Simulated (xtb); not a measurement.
Re(O)3(OH) (HO4Re), SMILES [O]=[Re]([OH])(=[O])=[O], multiplicity 1. All values are semi-empirical tight-binding results from xtb (GFN2-xTB unless named), good for trends rather than for accurate numbers. Geometry optimised at GFN2-xTB. The spin state was assumed, not searched. The isomer is the one that the SMILES or the coordinates give; other isomers of the formula were not compared. The values are those of a single conformer.

Optimised geometry:

Bond lengths (Å): Re1–O2 1.667, Re1–O3 1.667, Re1–O4 1.667, Re1–O5 1.766, O5–H6 0.956. Bond angles (°): O2–Re1–O3 105.5, O2–Re1–O4 105.5, O2–Re1–O5 113.2, O3–Re1–O4 105.5, O3–Re1–O5 113.2, O4–Re1–O5 113.2, Re1–O5–H6 180.0.
Charge 0, spin multiplicity 1.

For metal compounds this method's bond lengths and energies can be far off.

Computed properties:
The point group as xtb finds it comes out as C3v and the orbital gap is 3.89 eV. The zero-point energy is 12.4 kcal/mol and the G − E(el) at 298.15 K (modified RRHO) is -6.6 kcal/mol.

Problem. Give the atomic charges and the Wiberg bond orders between heavy atoms. (The exact figures need the calculation; the answer reports its results.)

Solution. charges (e) Re1 1.00, O2 -0.31, O3 -0.31, O4 -0.31, O5 -0.43, H6 0.36. Bond orders Re1–O2 2.07, Re1–O3 2.07, Re1–O4 2.07, Re1–O5 1.23.
